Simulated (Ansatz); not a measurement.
`Sc1ccc(-c2ccc(-c3ccc(S)[se]3)[se]2)[se]1`. Charge 0, multiplicity 1. Geometry PBE-D4/def2-SVP, basis def2-TZVP, Ansatz.

| atom | x (Å) | y (Å) | z (Å) |
| --- | --- | --- | --- |
| S1 | 2.257 | 5.180 | 4.265 |
| C2 | 1.979 | 3.796 | 3.215 |
| C3 | 2.863 | 2.823 | 2.775 |
| C4 | 2.296 | 1.837 | 1.920 |
| C5 | 0.943 | 1.968 | 1.633 |
| C6 | 0.097 | 1.145 | 0.813 |
| C7 | -1.253 | 1.296 | 0.507 |
| C8 | -1.816 | 0.309 | -0.338 |
| C9 | -0.953 | -0.698 | -0.765 |
| C10 | -1.219 | -1.824 | -1.617 |
| C11 | -0.368 | -2.843 | -2.027 |
| C12 | -0.930 | -3.834 | -2.882 |
| C13 | -2.267 | -3.649 | -3.196 |
| S14 | -3.335 | -4.622 | -4.199 |
| Se15 | -2.948 | -2.092 | -2.371 |
| Se16 | 0.779 | -0.408 | -0.042 |
| Se17 | 0.246 | 3.501 | 2.525 |
| H18 | 3.576 | 4.911 | 4.480 |
| H19 | 3.923 | 2.819 | 3.066 |
| H20 | 2.897 | 1.014 | 1.503 |
| H21 | -1.845 | 2.137 | 0.901 |
| H22 | -2.874 | 0.331 | -0.642 |
| H23 | 0.684 | -2.882 | -1.705 |
| H24 | -0.349 | -4.686 | -3.265 |
| H25 | -2.382 | -5.529 | -4.554 |

| run | HOMO (eV) | LUMO (eV) |
| --- | --- | --- |
| A | -5.26 | -2.16 |
| B | -4.47 | -2.70 |
| C | -4.59 | -2.68 |
| D | -4.89 | -2.48 |
| E | -7.14 | -0.46 |

Single mean-field runs in def2-TZVP are fitted with def2-universal-jkfit.

Task: The runs used PBE, PBE0, r2SCAN, r2SCANh, ωB97X-V. Estimate which is which.

Result: A PBE0 (25 % exact exchange); B PBE (0 % exact exchange); C r2SCAN (0 % exact exchange); D r2SCANh (10 % exact exchange); E ωB97X-V (range-separated). Exact exchange lowers occupied and raises empty levels; among semilocal functionals meta-GGAs tend to open the gap a little, and such runs are hard to tell apart. The gap grows from 1.76 eV (PBE) to 6.68 eV (ωB97X-V).
